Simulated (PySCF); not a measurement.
Correlation energy of Ta⁺ (tantalum, charge +1)

[Xe] 4f14 5d4, high-spin 5D determinant (an excited configuration). Calculation: PySCF 2.14, in aug-cc-pVTZ-PP with ECP60MDF (6s6p5d3f2g, 88 functions); a scalar-relativistic core potential. Frozen: 5s2 5p6; 4 electrons correlated.

```
  level  correlation energy (mhartree)
   CCSD                         -38.80
    (T)                          -0.66
CCSD(T)                         -39.46
```

Diagnostics: T1 = 0.0039, D1 = 0.0061, largest double amplitude 0.022.

Is a single reference adequate?

Yes, within this model without spin-orbit coupling: T1 lies below 0.03 and no double amplitude reaches 0.07.
